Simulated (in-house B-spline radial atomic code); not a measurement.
Values are calculated unless marked as measured or tabulated.
# C6 from the polarisability at imaginary frequency: the selenium ion Se⁴⁺

HSE06 linear response of the closed shell [Ar] 3d10 4s2, from a B-spline radial code for spherical atoms; scalar-relativistic (spin-free one-electron X2C), finite nucleus, no spin-orbit coupling; shells from n = 2 respond.

The dispersion coefficient of two like species is C6 = (3/π) ∫ α(iu)² du from 0 to ∞.

```tsv
u (hartree)	α(iu) (bohr³)
0	4.885
0.335	3.849
0.783	2.106
1.34	1.165
2.24	0.6497
3.35	0.419
5.03	0.2675
7.83	0.1571
11.2	0.0972
16.8	0.05331
28	0.02328
55.9	0.007014
```

Question: Fit one oscillator, α(iu) = α(0)/(1 + u²/ω²), through u = 0.335 and estimate C6.

Answer: From α(0)/α(iu) − 1 = 4.885/3.849 − 1 = 0.2692, ω = u/√0.2692 = 0.6457 hartree (17.6 eV). London's formula gives C6 = (3/4) α(0)² ω = 0.75 × 4.885² × 0.6457 = 11.56 hartree·bohr⁶, and the oscillator holds f = α(0) ω² = 2.04 electrons, of a sum of oscillator strengths of 28.6.

Question: How does that compare with the full integral?

Answer: The program's quadrature over all excitations gives C6 = 12.87, so the single oscillator is off by -10.2 %. At the last point the fit gives α = 0.000652 against 0.00701: higher excitations, and deeper shells where there are any, keep the true curve higher at large u.
